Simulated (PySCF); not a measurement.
One molecule, a ladder of functionals, a line

Molecule: `InChI=1S/CH8B3NO/c2-5-1-4-6-3/h4-5H,1-3H2`.

Numbering as in the mapped SMILES `[BH2:1][NH:2][CH2:3][BH:4][O:5][BH2:6]` (H(Xn): hydrogen on atom n).

GIAO shieldings (ppm, equivalent atoms averaged) in PySCF 2.14 on the PBE0-D3(BJ)/def2-SVP geometry, basis pcSseg-1, gas phase, non-relativistic:

```tsv
functional	exact exchange (%)	σ(B4)	σ(B6)	σ(B1)	σ(N2)
BLYP	0	50.2	51.8	57.0	114.8
BP86	0	53.4	54.7	60.0	120.2
PBE	0	52.6	53.6	59.3	119.1
B3LYP	20	53.3	55.0	59.9	123.4
PBE0	25	56.4	57.7	63.0	129.7
mPW1PW91	25	56.6	58.1	63.1	129.6
HF	100	69.5	72.3	74.5	154.8
```

Problem. Fit each shielding as a line in the percentage of exact exchange.

Solution. σ(B4) = 51.7 + 0.18 x (rms 1.2 ppm); σ(B6) = 53.0 + 0.19 x (rms 1.1 ppm); σ(B1) = 58.5 + 0.16 x (rms 1.1 ppm); σ(N2) = 118.4 + 0.37 x (rms 2.1 ppm). The functionals also differ in their semilocal parts, which the line can't hold; Hartree–Fock has no correlation at all.

Problem. What does the line predict for BHandHLYP (50 %), and what does the run give?

Solution. σ(B4): 60.7 predicted, 58.4 computed; σ(B6): 62.5 predicted, 60.3 computed; σ(B1): 66.5 predicted, 64.5 computed; σ(N2): 136.9 predicted, 135.6 computed ppm.
